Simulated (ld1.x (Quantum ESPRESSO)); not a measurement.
# Configuration tests for Ti (PAW)

- Element: Ti
- Generator: ld1.x (Quantum ESPRESSO) 7.5
- Type: PAW
- Functional: LDA (PZ)
- Relativity: scalar-relativistic
- Frozen core: [Ne]
- Valence charge: 12
- Reference configuration: 3s2 3p6 3d2 4s0.5 4p0 (charge +1.5)
- Partial waves: 3s (bound): rcut 1.40, rcutus 1.55 bohr; 4s (bound): rcut 1.40, rcutus 1.55 bohr; 3p (bound): rcut 1.50, rcutus 1.85 bohr; 4p (bound, empty): rcut 1.50, rcutus 1.85 bohr; 3d (bound): rcut 2.50, rcutus 2.90 bohr; 3d channel at -0.85 Ry: rcut 2.50, rcutus 2.90 bohr
- Local potential: all-electron potential smoothed inside 1.55 bohr (lloc = -2)
- Core correction: a·sin(br)/r model core inside 1.45 bohr
- Augmentation charge: BESSEL, radius 1.50 bohr

Energies are relative to the spin-unpolarised reference configuration 3s2 3p6 3d2 4s0.5 4p0; without spin polarisation the order of configurations can differ from experiment. Spin-polarised rows fill each open shell by Hund’s rule, majority spin first.

| valence configuration | charge | ΔE all-electron (eV) | error AE − PS (meV) |
| --- | --- | --- | --- |
| 3s2 3p6 3d2 4s2 4p0 | 0 | -13.636 | +0.6 |
| 3s2 3p6 3d2 4s1 4p0 | +1 | -6.100 | +0.3 |
| 3s2 3p6 3d1 4s2 4p0 | +1 | -3.656 | +19 |
| 3s2 3p6 3d2 4s1 4p1 | 0 | -10.499 | +0.5 |
| 3s2 3p6 3d1 4s2 4p1 | 0 | -8.822 | +22 |
| 3s2 3p6 3d0 4s0 4p0 | +4 | 78.425 | +169 |
| 3s2 3p6 3d2 4s2 4p0 (spin-polarised) | 0 | -14.306 | +8.0 |

Question: What are ΔE and the potential's error for 3s2 3p6 3d2 4s0.5 4p0 (spin-polarised)?

Answer: ΔE = -0.997 eV all-electron; the error (AE − PS) is +3.3 meV.

Question: What are ΔE and the potential's error for 3s2 3p6 3d2 4s0 4p0?

Answer: ΔE = 7.700 eV all-electron; the error (AE − PS) is -0.3 meV.
